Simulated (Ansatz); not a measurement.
CH9NO2Si2, SMILES `CO[SiH](N)O[SiH3]`, relaxed with RKS PBE0-D4/def2-TZVP in the Gaussian-basis code of Ansatz from a GFN2-xTB geometry. The force threshold is 0.005 eV/Å; the program also tests the step.

Total charge 0; spin multiplicity 1.

Start:

```xyz
15

C     0.302    2.063   -0.219
O     0.301    1.060   -1.191
Si   -0.276   -0.449   -1.083
N    -1.984   -0.452   -0.849
O     0.294   -1.277    0.193
Si    1.116   -1.380    1.577
H     0.942    2.873   -0.574
H     0.691    1.682    0.729
H    -0.709    2.445   -0.056
H     0.305   -1.034   -2.276
H    -2.555    0.050   -1.510
H    -2.430   -1.319   -0.597
H     1.170   -2.816    1.843
H     0.385   -0.647    2.615
H     2.448   -0.799    1.397
```

Task: How much energy does the relaxation release, and in how many steps? (Estimate.)

Result: The calculation gave: 12.67 kJ/mol, in 59 steps, 7 of them rejected.

Task: Which bonds change most? (An estimate is asked.)

Result: The calculation gave: Si3–H10 from 1.451 to 1.478 Å; Si6–H13 from 1.461 to 1.484 Å; Si6–H15 from 1.465 to 1.487 Å; Si3–N4 from 1.724 to 1.702 Å.

Task: Give the relaxed structure. (An estimate is asked.)

Result: Computed: 
```xyz
15

C     0.014    2.147   -0.094
O     0.464    1.120   -0.951
Si   -0.160   -0.387   -0.991
N    -1.853   -0.348   -1.160
O     0.084   -1.210    0.400
Si    1.214   -1.558    1.527
H     0.318    3.106   -0.518
H     0.464    2.049    0.899
H    -1.075    2.135    0.011
H     0.591   -1.031   -2.089
H    -2.298    0.013   -1.987
H    -2.425   -1.027   -0.687
H     0.653   -2.580    2.445
H     1.560   -0.338    2.304
H     2.448   -2.090    0.891
```
